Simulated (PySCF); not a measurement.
## Magnetic susceptibility: SMILES O=C(Cl)/C([SiH3])=C\Cl, C₃H₄Cl₂OSi

Geometry:
```tsv
atom	x (Å)	y (Å)	z (Å)
O1	1.585	2.013	0.559
C2	0.579	1.439	0.297
Cl3	-0.924	2.381	0.100
C4	0.322	0.029	0.087
Si5	-1.407	-0.502	-0.491
C6	1.286	-0.875	0.308
Cl7	2.861	-0.544	0.855
H8	-1.714	0.156	-1.755
H9	-2.376	-0.215	0.560
H10	-1.308	-1.951	-0.693
H11	1.101	-1.928	0.149
```

Theory: GIAO PBE/pcSseg-1 magnetisability, rotational g tensor and spin-rotation constants, non-relativistic, gas phase (PySCF). Geometry: GFN2-xTB.

(1) How diamagnetic is it, and how anisotropic?

(2) Split it along the inertial axes a, b, c into diamagnetic and paramagnetic parts about the centre of mass, with the quadrupole moment.

(3) And the rotational g tensor?

Results:

(1) Isotropic -1182 × 10⁻³⁰ J/T², or -71.2 × 10⁻⁶ cm³/mol; principal values -1283, -1192, -1071 × 10⁻³⁰ J/T², anisotropy 184 × 10⁻³⁰ J/T² (root of half the summed squared differences of the principal values). The susceptibility is in cgs units.

(2) 
```tsv
axis	χ (10⁻⁶ cm³/mol)	diamagnetic (10⁻⁶ cm³/mol)	paramagnetic (10⁻⁶ cm³/mol)	summed x² of all electrons (Å²)	quadrupole Θ (D Å)
a	-71.7	-651.3	579.6	257.9	+1.64
b	-64.6	-1163.9	1099.3	137.1	-2.03
c	-77.2	-1676.1	1598.9	16.4	+0.39
```
Anisotropies 2χaa − χbb − χcc = -1.7 and 2χbb − χaa − χcc = +19.7 × 10⁻⁶ cm³/mol. Θ is traceless in Buckingham's convention.

(3) 
```csv
axis,rotational constant (GHz),g,nuclear part,electronic part
a,2.1710,-0.0412,0.5499,-0.5911
b,1.0255,-0.0218,0.5078,-0.5296
c,0.7038,-0.0113,0.5173,-0.5286
```
Asymmetric top; isotopes 12C, 35Cl, 1H, 16O, 28Si; no vibrational averaging.
